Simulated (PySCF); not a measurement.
**A series of tetrahedral complexes of Different ions with H2O ligands**

All values are computed with PySCF: state-averaged CASSCF of the d shell with SC-NEVPT2, spin-free X2C, triple-zeta basis on the metal and double-zeta on the ligands, mean-field spin-orbit coupling; model geometries with bond lengths from ionic radii.

```
     complex  point group  M–L / Å  L–M–L / °  solvent
[Ni(H2O)4]2+          D2d     1.93        109     none
[Mn(H2O)4]3+          D2d     1.89        109     none
 [V(H2O)4]2+          D2d     2.03        109     none
[Ti(H2O)4]2+          D2d     2.10        109     none
[Cr(H2O)4]3+          D2d     1.85        109     none
```

(1) Rank by the nephelauxetic ratio at CASSCF level, lowest first.
A. [Ni(H2O)4]2+
B. [V(H2O)4]2+
C. [Cr(H2O)4]3+
D. [Mn(H2O)4]3+
E. [Ti(H2O)4]2+

(2) Rank by the spin-orbit constant ζ, lowest first.
A. [Cr(H2O)4]3+
B. [Mn(H2O)4]3+
C. [Ni(H2O)4]2+
D. [Ti(H2O)4]2+
E. [V(H2O)4]2+

(3) What are the ground states and moments?

In [Ni(H2O)4]2+, [Mn(H2O)4]3+, [V(H2O)4]2+, [Ti(H2O)4]2+, [Cr(H2O)4]3+ the symmetry is lower than cubic, so the total splitting isn't 10Dq alone: it holds the effect of the lower symmetry too.

The tetrahedral shape is imposed. Real complexes may take another, with another ground state; d8 and d9 ions are often square planar.

Results:

(1) C (0.872), D (0.887), E (0.900), B (0.915), A (0.960).

(2) D (111 cm⁻¹), E (162 cm⁻¹), A (247 cm⁻¹), B (332 cm⁻¹), C (646 cm⁻¹).

(3) 
| complex | shell | ground state (NEVPT2) | total orbital splitting (CASSCF fit) / cm⁻¹ | μeff(300 K) / μB |
| --- | --- | --- | --- | --- |
| [Ni(H2O)4]2+ | d8 | 3E (from 3T1) | 5010 | 4.30 |
| [Mn(H2O)4]3+ | d4 | 5B2 (from 5T2) | 9702 | 4.79 |
| [V(H2O)4]2+ | d3 | 4E (from 4T1) | 7615 | 3.76 |
| [Ti(H2O)4]2+ | d2 | 3B1 (from 3A2) | 7627 | 2.87 |
| [Cr(H2O)4]3+ | d3 | 4E (from 4T1) | 11563 | 3.62 |
